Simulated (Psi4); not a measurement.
Job for Psi4: SAPT0/jun-cc-pV(D+d)Z on CH5FO (a complex), monomers drawn apart or pushed together.

```
memory 8100 MB

molecule dimer {
0 1
O    -0.12139854   -0.06330217    0.58278213
H     0.00780982    0.63656445   -0.06439309
H    -0.47988093    0.37229124    1.36722086
--
0 1
C     0.45189836   -0.31402769    3.60877839
F    -0.48378331    0.62504944    3.15006043
H    -0.07974566   -1.06698540    4.18932993
H     0.93419792   -0.76298065    2.74204070
H     1.17780314    0.20782897    4.23133393
units angstrom
symmetry c1
no_reorient
no_com
}

set {
  basis jun-cc-pV(D+d)Z
  scf_type df
  freeze_core true
}

energy('sapt0')
```

It printed:

```
[...]
==> Input File <==

--------------------------------------------------------------------------
memory 8100 MB

molecule dimer {
0 1
O    -0.12139854   -0.06330217    0.58278213
H     0.00780982    0.63656445   -0.06439309
H    -0.47988093    0.37229124    1.36722086
--
0 1
C     0.45189836   -0.31402769    3.60877839
F    -0.48378331    0.62504944    3.15006043
H    -0.07974566   -1.06698540    4.18932993
H     0.93419792   -0.76298065    2.74204070
H     1.17780314    0.20782897    4.23133393
units angstrom
symmetry c1
no_reorient
no_com
}

set {
  basis jun-cc-pV(D+d)Z
  scf_type df
  freeze_core true
}

energy('sapt0')
--------------------------------------------------------------------------


   => Loading Basis Set <=

    Name: JUN-CC-PV(D+D)Z
    Role: ORBITAL
    Keyword: BASIS
    atoms 1        entry O          line   256 file jun-cc-pv_dpd_z.gbs
    atoms 2-3, 6-8 entry H          line    60 file jun-cc-pv_dpd_z.gbs
    atoms 4        entry C          line   188 file jun-cc-pv_dpd_z.gbs
    atoms 5        entry F          line   290 file jun-cc-pv_dpd_z.gbs

   => Loading Basis Set <=

    Name: JUN-CC-PV(D+D)Z
    Role: ORBITAL
    Keyword: BASIS
    atoms 1        entry O          line   256 file jun-cc-pv_dpd_z.gbs
    atoms 2-3, 6-8 entry H          line    60 file jun-cc-pv_dpd_z.gbs
    atoms 4        entry C          line   188 file jun-cc-pv_dpd_z.gbs
    atoms 5        entry F          line   290 file jun-cc-pv_dpd_z.gbs


  //>>>>>>>>>>>>>>>>>>>>>>>>>>>>>>>>>>>//
  //              Dimer HF             //
  //<<<<<<<<<<<<<<<<<<<<<<<<<<<<<<<<<<<//

   => Libint2 <=

    Primary   basis highest AM E, G, H:  7, 6, 3
    Auxiliary basis highest AM E, G, H:  7, 7, 4
    Onebody   basis highest AM E, G, H:  -, -, -
    Solid Harmonics ordering:            Gaussian


   => Loading Basis Set <=

    Name: JUN-CC-PV(D+D)Z
    Role: ORBITAL
    Keyword: BASIS
    atoms 1        entry O          line   256 file jun-cc-pv_dpd_z.gbs
    atoms 2-3, 6-8 entry H          line    60 file jun-cc-pv_dpd_z.gbs
    atoms 4        entry C          line   188 file jun-cc-pv_dpd_z.gbs
    atoms 5        entry F          line   290 file jun-cc-pv_dpd_z.gbs


         ---------------------------------------------------------
                                   SCF
               by Justin Turney, Rob Parrish, Andy Simmonett
                          and Daniel G. A. Smith
                              RHF Reference
                        4 Threads,   7724 MiB Core
         ---------------------------------------------------------

  ==> Geometry <==

    Molecular point group: c1
    Full point group: C1

    Geometry (in Angstrom), charge = 0, multiplicity = 1:

       Center              X                  Y                   Z               Mass
    ------------   -----------------  -----------------  -----------------  -----------------
         O           -0.121398540000    -0.063302170000     0.582782130000    15.994914619570
         H            0.007809820000     0.636564450000    -0.064393090000     1.007825032230
         H           -0.479880930000     0.372291240000     1.367220860000     1.007825032230
         C            0.451898360000    -0.314027690000     3.608778390000    12.000000000000
         F           -0.483783310000     0.625049440000     3.150060430000    18.998403162730
         H           -0.079745660000    -1.066985400000     4.189329930000     1.007825032230
         H            0.934197920000    -0.762980650000     2.742040700000     1.007825032230
         H            1.177803140000     0.207828970000     4.231333930000     1.007825032230

  Running in c1 symmetry.

  Rotational constants: A =      0.85312  B =      0.04230  C =      0.04073 [cm^-1]
  Rotational constants: A =  25576.03754  B =   1268.22458  C =   1221.03812 [MHz]
  Nuclear repulsion =   79.669166051631777

  Charge       = 0
  Multiplicity = 1
  Electrons    = 28
  Nalpha       = 14
  Nbeta        = 14

  ==> Algorithm <==

  SCF Algorithm Type is DF.
  DIIS enabled.
  MOM disabled.
  Fractional occupation disabled.
  Guess Type is SAD.
  Energy threshold   = 1.00e-08
  Density threshold  = 1.00e-08
  Integral threshold = 1.00e-12

  ==> Primary Basis <==

  Basis Set: JUN-CC-PV(D+D)Z
    Blend: JUN-CC-PV(D+D)Z
    Number of shells: 39
    Number of basis functions: 79
    Number of Cartesian functions: 82
    Spherical Harmonics?: true
    Max angular momentum: 2

   => Loading Basis Set <=

    Name: (JUN-CC-PV(D+D)Z AUX)
    Role: JKFIT
    Keyword: DF_BASIS_SCF
    atoms 1        entry O          line   258 file jun-cc-pvdz-jkfit.gbs
    atoms 2-3, 6-8 entry H          line    70 file jun-cc-pvdz-jkfit.gbs
    atoms 4        entry C          line   146 file jun-cc-pvdz-jkfit.gbs
    atoms 5        entry F          line   314 file jun-cc-pvdz-jkfit.gbs

  ==> Integral Setup <==

  DFHelper Memory: AOs need 0.018 GiB; user supplied 5.658 GiB.
  SCF_SUBTYPE=INCORE selected. In-core MEM_DF algorithm
[...]
Energy =             37.0536753904623950
    One-Electron Energy =                -265.6795404840707988
    Two-Electron Energy =                  89.5728804742043110
    Total Energy =                       -139.0529846194040999

Computation Completed


Properties will be evaluated at   0.000000,   0.000000,   0.000000 [a0]

Properties computed using the SCF density matrix


 Multipole Moments:

 ------------------------------------------------------------------------------------
     Multipole            Electronic (a.u.)      Nuclear  (a.u.)        Total (a.u.)
 ------------------------------------------------------------------------------------

 L = 1.  Multiply by 2.5417464519 to convert [e a0] to [Debye]
 Dipole X            :         -0.1249558            0.7362293            0.6112735
 Dipole Y            :         -4.6189763            4.0045975           -0.6143788
 Dipole Z            :       -115.2891567          115.5868347            0.2976780
 Magnitude           :                                                    0.9163672

 ------------------------------------------------------------------------------------

  Constructing Basis Sets for SAPT...

   => Loading Basis Set <=

    Name: (JUN-CC-PV(D+D)Z AUX)
    Role: RIFIT
    Keyword: DF_BASIS_SAPT
    atoms 1        entry O          line   188 file jun-cc-pvdz-ri.gbs
    atoms 2-3, 6-8 entry H          line    30 file jun-cc-pvdz-ri.gbs
    atoms 4        entry C          line   100 file jun-cc-pvdz-ri.gbs
    atoms 5        entry F          line   232 file jun-cc-pvdz-ri.gbs

   => Loading Basis Set <=

    Name: (JUN-CC-PV(D+D)Z AUX)
    Role: JKFIT
    Keyword: DF_BASIS_ELST
    atoms 1        entry O          line   258 file jun-cc-pvdz-jkfit.gbs
    atoms 2-3, 6-8 entry H          line    70 file jun-cc-pvdz-jkfit.gbs
    atoms 4        entry C          line   146 file jun-cc-pvdz-jkfit.gbs
    atoms 5        entry F          line   314 file jun-cc-pvdz-jkfit.gbs


  //>>>>>>>>>>>>>>>>>>>>>>>>>>>>>>>>>>>//
  //               SAPT0               //
  //<<<<<<<<<<<<<<<<<<<<<<<<<<<<<<<<<<<//



        SAPT0
    Ed Hohenstein
     6 June 2009

      Orbital Information
  --------------------------
    NSO        =        79
    NMO        =        79
    NRI        =       265
    NRI (Elst) =       352
    NOCC A     =         5
    NOCC B     =         9
    FOCC A     =         1
    FOCC B     =         2
    NVIR A     =        74
    NVIR B     =        70

    Elst10,r            =    -0.014643811489 [Eh]
    Exch10              =     0.016311001751 [Eh]
    Exch10 (S^2)        =     0.016205653535 [Eh]

    Maxiter = 50
    CPHF R converge = 1.000000E-08

    Iter     Energy [mEh]          dE [mEh]         Residual      Time [s]
       1      -2.71946761       2.719467614     7.044966e-03             0
       2      -3.22065106       0.501183442     1.296944e-03             0
       3      -3.20867849      -0.011972567     5.843470e-04             0
       4      -3.20377913      -0.004899361     1.923147e-04             0
       5      -3.20475035       0.000971224     4.343144e-05             0
       6      -3.20528365       0.000533295     8.658110e-06             0
       7      -3.20514048      -0.000143163     1.818099e-06             0
       8      -3.20515738       0.000016898     3.745951e-07             0
       9      -3.20515734      -0.000000042     8.653899e-08             0
      10      -3.20515667      -0.000000672     1.785368e-08             0
      11      -3.20515681       0.000000145     3.002156e-09             0

    CHF Iterations converged

    Maxiter = 50
    CPHF R converge = 1.000000E-08

    Iter     Energy [mEh]          dE [mEh]         Residual      Time [s]
       1      -2.31004842       2.310048419     1.002782e-02             0
       2      -2.99261705       0.682568635     3.566487e-03             0
       3      -3.03090281       0.038285757     1.097827e-03             0
       4      -3.01065692      -0.020245892     2.115933e-04             0
       5      -3.01064636      -0.000010561     5.430269e-05             0
       6      -3.01119146       0.000545097     1.314191e-05             0
       7      -3.01120115       0.000009692     3.713538e-06             0
       8      -3.01116452      -0.000036625     5.486192e-07             0
       9      -3.01116908       0.000004562     1.154861e-07             0
      10      -3.01116869      -0.000000395     2.533454e-08             0
      11      -3.01116867      -0.000000022     5.656345e-09             0

    CHF Iterations converged

    Ind20,r (A<-B)      =    -0.003205156813 [Eh]
    Ind20,r (B<-A)      =    -0.003011168667 [Eh]
    Ind20,r             =    -0.006216325481 [Eh]
    Exch-Ind20,r (A<-B) =     0.002823925419 [Eh]
    Exch-Ind20,r (B<-A) =     0.001225904931 [Eh]
    Exch-Ind20,r        =     0.004049830350 [Eh]
    Disp20              =    -0.003816406433 [Eh]
    Disp20 (SS)         =    -0.001908203217 [Eh]
    Disp20 (OS)         =    -0.001908203217 [Eh]
    Exch-Disp20         =     0.000752158041 [Eh]
    Exch-Disp20 (SS)    =     0.000411469638 [Eh]
    Exch-Disp20 (OS)    =     0.000340688403 [Eh]

    SAPT Results
  --------------------------------------------------------------------------------------------------------
    Electrostatics                -14.64381149 [mEh]      -9.18913044 [kcal/mol]     -38.44732177 [kJ/mol]
      Elst10,r                    -14.64381149 [mEh]      -9.18913044 [kcal/mol]     -38.44732177 [kJ/mol]

    Exchange                       16.31100175 [mEh]      10.23530813 [kcal/mol]      42.82452920 [kJ/mol]
      Exch10                       16.31100175 [mEh]      10.23530813 [kcal/mol]      42.82452920 [kJ/mol]
      Exch10(S^2)                  16.20565354 [mEh]      10.16920112 [kcal/mol]      42.54793750 [kJ/mol]

    Induction                      -3.76257600 [mEh]      -2.36105208 [kcal/mol]      -9.87864192 [kJ/mol]
      Ind20,r                      -6.21632548 [mEh]      -3.90080313 [kcal/mol]     -16.32096030 [kJ/mol]
      Exch-Ind20,r                  4.04983035 [mEh]       2.54130691 [kcal/mol]      10.63282812 [kJ/mol]
      delta HF,r (2)               -1.59608087 [mEh]      -1.00155586 [kcal/mol]      -4.19050974 [kJ/mol]

    Dispersion                     -3.06424839 [mEh]      -1.92284490 [kcal/mol]      -8.04518305 [kJ/mol]
      Disp20                       -3.81640643 [mEh]      -2.39483119 [kcal/mol]     -10.01997371 [kJ/mol]
      Exch-Disp20                   0.75215804 [mEh]       0.47198630 [kcal/mol]       1.97479066 [kJ/mol]
      Disp20 (SS)                  -1.90820322 [mEh]      -1.19741560 [kcal/mol]      -5.00998686 [kJ/mol]
      Disp20 (OS)                  -1.90820322 [mEh]      -1.19741560 [kcal/mol]      -5.00998686 [kJ/mol]
      Exch-Disp20 (SS)              0.41146964 [mEh]       0.25820110 [kcal/mol]       1.08031339 [kJ/mol]
      Exch-Disp20 (OS)              0.34068840 [mEh]       0.21378520 [kcal/mol]       0.89447728 [kJ/mol]

  Total HF                         -2.09538573 [mEh]      -1.31487440 [kcal/mol]      -5.50143449 [kJ/mol]
  Total SAPT0                      -5.15963413 [mEh]      -3.23771930 [kcal/mol]     -13.54661753 [kJ/mol]

  Special recipe for scaled SAPT0 (see Manual):
    Electrostatics sSAPT0         -14.64381149 [mEh]      -9.18913044 [kcal/mol]     -38.44732177 [kJ/mol]
    Exchange sSAPT0                16.31100175 [mEh]      10.23530813 [kcal/mol]      42.82452920 [kJ/mol]
    Induction sSAPT0               -3.68308117 [mEh]      -2.31116832 [kcal/mol]      -9.66992827 [kJ/mol]
    Dispersion sSAPT0              -3.04948415 [mEh]      -1.91358019 [kcal/mol]      -8.00641953 [kJ/mol]
  Total sSAPT0                     -5.06537506 [mEh]      -3.17857084 [kcal/mol]     -13.29914038 [kJ/mol]
  --------------------------------------------------------------------------------------------------------



*** Psi4 exiting successfully. Buy a developer a beer!
```

The run finished.

Cost: around 13 core-seconds (rough).
